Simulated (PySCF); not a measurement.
## ¹⁹F chemical shifts

Equivalent nuclei averaged, one computed conformer, no solvent model, no relativistic terms. GFN2-xTB structure; σ from GIAO-PBE0/pcSseg-1; PySCF 2.14.

Shieldings were converted by a linear fit to measured shifts: ¹⁹F (scatter 6.0 ppm rms, 7.0 ppm with the 5 outliers that the fit left out vs CFCl3, solution or neat liquid, with a term for F on sp3 carbon). Occasional misses reach two or three times the rms, and more in compound classes unlike the fitted ones.

Q: Give the ¹⁹F shifts of `FCC/C(=C\[SiH3])[SiH2]P`, `FC(F)=C(F)[SiH2]S[SiH3]`.

A: 
```tsv
compound	environment	δ (ppm)
FCC/C(=C\[SiH3])[SiH2]P	fluorine on an sp3 carbon	-214.2
[F:1][C:2]([F:3])=[C:4]([F:5])[SiH2:6][S:7][SiH3:8]	F3: vinylic fluorine	-84.1
[F:1][C:2]([F:3])=[C:4]([F:5])[SiH2:6][S:7][SiH3:8]	F1: vinylic fluorine	-109.6
[F:1][C:2]([F:3])=[C:4]([F:5])[SiH2:6][S:7][SiH3:8]	F5: vinylic fluorine	-204.6
```

Q: Order these by ¹⁹F shift, lowest first.
A. C=CC(=O)F
B. CCC1(CF)[SiH2]P[SiH2]1
C. CO/C(F)=C\NC(C)=O

A: B (-213.7 ppm, fluorine on an sp3 carbon), C (-136.0 ppm, vinylic fluorine), A (34.8 ppm, fluorine bonded to C).
